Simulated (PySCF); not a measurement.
# Property card for `[SiH3]CP1C=CCC=C1`

Compound: C₆H₁₁PSi.
SMILES with atom numbers: `[SiH3:1][CH2:2][P:3]1[CH:4]=[CH:5][CH2:6][CH:7]=[CH:8]1` (hydrogens: H9, H10, H11 on Si1; H12, H13 on C2; H14 on C4; H15 on C5; H16, H17 on C6; H18 on C7; H19 on C8)

Among its groups: C=C double bond, Si–H bond, C–Si bond and phosphine.

From PBE0-D3(BJ)/def2-SVP geometry optimisation, gas phase (PySCF):

| Item | Value |
| --- | --- |
| Rotational constants A, B, C | 2.100, 1.051, 1.004 GHz |

**CAM-B3LYP/def2-SVPD ground state, ΔSCF and vertical TDDFT (core frozen in the response) (PySCF)**

| Quantity | Value |
| --- | --- |
| Dipole moment | 1.00 D |
| HOMO energy | -7.20 eV |
| LUMO energy | 0.73 eV |
| HOMO–LUMO gap | 7.93 eV |
| Lowest singlet excitation | 4.76 eV (260 nm, f = 0.020) |
| Strongest line among the 10 lowest singlet transitions | S2 at 5.36 eV (231 nm, f = 0.196) |
| Lowest triplet excitation (Tamm–Dancoff) | 3.74 eV |
| Static isotropic polarisability | 121.1 au |
| Vertical ionisation energy | 7.81 eV |
| Electronic spatial extent ⟨r²⟩ about the centre of nuclear charge | 1411 bohr² |

From KT2/pcSseg-1 ground state and GIAO shieldings, non-relativistic (PySCF):

| Quantity | Value |
| --- | --- |
| 13C chemical shifts (computed TMS as zero) by class | 129.3 (C5/C7), 121.7 (C4/C8), 34.3 (C6), 5.6 (C2) ppm |
| 1H chemical shifts (computed TMS as zero) by class | 6.09 (H15/H18), 5.62 (H14/H19), 4.02 (H9/H10/H11), 3.15 (H16/H17), 0.66 (H12/H13) ppm |
| Isotropic shieldings of nuclei other than C and H, by class | 441 (Si1), 397 (P3) ppm |

**delta-SCF UKS SCAN, pcX-2 on the ionised atom, pcseg-1 elsewhere, spin-free X2C; 2p3/2 from a spin–orbit splitting computed afterwards within the 2p shell (PySCF)**

| Item | Value |
| --- | --- |
| Core binding energies | Si2p3/2 106.3 (Si1), P2p3/2 135.9 (P3), C1s 289.9 (C2), C1s 289.9 (C4/C8), C1s 290.1 (C5/C7), C1s 290.9 (C6), Si1s 1846.1 (Si1), P1s 2149.6 (P3) eV |

Monoisotopic mass from the formula: 142.0368 u.

The polarisability is 17.95 Å³ as a volume (1 au = 0.148185 Å³), or 1.59 au for each of the 76 electrons. In wavenumbers S1 is 38400 cm⁻¹ (1 eV = 8065.54 cm⁻¹). In atomic units the dipole is 0.39 e·bohr (1 au = 2.5417 D). The rotational constants make it an asymmetric top with κ = (2B − A − C)/(A − C) = -0.91, nearer the prolate limit (−1).

 NMR classes are plain means over equivalent atoms (diastereotopic ones count apart unless rotation or inversion swaps them), as if these changed places fast; in this geometry the members of some classes differ.

The values belong to the conformer `[SiH3:1][CH2:2][P:3]1[CH:4]=[CH:5][CH2:6][CH:7]=[CH:8]1`: Si1–C2–P3–C4 -48°.
